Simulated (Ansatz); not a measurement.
Relaxation of CH$_{5}$OSSbSi (10 atoms, charge 0, multiplicity 1), to a largest force component of 0.02 eV/Å in at most 50 steps.

These are results of RKS B3LYP-D4/def2-SVP in Ansatz, not measurements.

```xyz
10
Properties=species:S:1:pos:R:3
C -1.266 -0.351 -0.668
Si 0.489 0.152 -0.644
O 1.348 -0.992 0.269
Sb 2.063 0.232 1.796
S 0.790 1.911 0.508
H -1.887 0.502 -1.205
H -1.663 -0.406 0.363
H -1.401 -1.252 -1.221
H 1.061 0.314 -1.952
H 0.549 -0.162 2.757
```

Task: Where does it end, and by what steps?

Result: The forces met the threshold. After 6 steps the energy has fallen by 0.368 eV; H10 moved furthest, 0.18 Å.

```
step  energy less start (eV)  largest force component (eV/Å)  accepted
   0                  0.0000                           2.794       yes
   1                 -0.2408                           1.571       yes
   2                 -0.3522                           0.429       yes
   3                 -0.3640                           0.204       yes
   4                 -0.3511                           0.311        no
   5                 -0.3673                           0.048       yes
   6                 -0.3675                           0.009       yes
```

```xyz
10
Properties=species:S:1:pos:R:3
C -1.316 -0.314 -0.710
Si 0.492 0.147 -0.642
O 1.400 -0.920 0.284
Sb 2.023 0.212 1.856
S 0.842 1.968 0.534
H -1.890 0.454 -1.254
H -1.732 -0.404 0.306
H -1.449 -1.277 -1.232
H 1.042 0.282 -2.020
H 0.671 -0.198 2.881
```

Time of the run: 12 s on 2 threads of AMD EPYC 9R45 96-Core Processor (Zen 5), with other jobs on the host, peak memory 0.32 GiB.
